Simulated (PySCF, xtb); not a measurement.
CH5NOPb, SMILES C[O][Pb][NH2] (connectivity only; charge and spin as stated), neutral, multiplicity 1. One conformer was computed; it need not be the lowest.

Harmonic wavenumbers (cm⁻¹) from xtb 6.7.1 with GFN2-xTB at its own minimum, in rising order: 29, 81, 146, 203, 307, 332, 483, 507, 534, 1107, 1141, 1152, 1423, 1493, 1497, 1542, 2848, 2859, 2892, 3493, 3521.

Problem. What does PBE-D3(BJ)/def2-SVP in PySCF give at its own minimum? (Estimate from the structure and the level; the computed values follow.)

Solution. 75, 139, 143, 226, 231, 384, 444, 514, 552, 1094, 1127, 1140, 1406, 1410, 1421, 1442, 2846, 2893, 2949, 3454, 3573. Paired by order, the mean absolute difference is 39 cm⁻¹ and the zero-point energies are 39.4 and 39.3 kcal/mol.
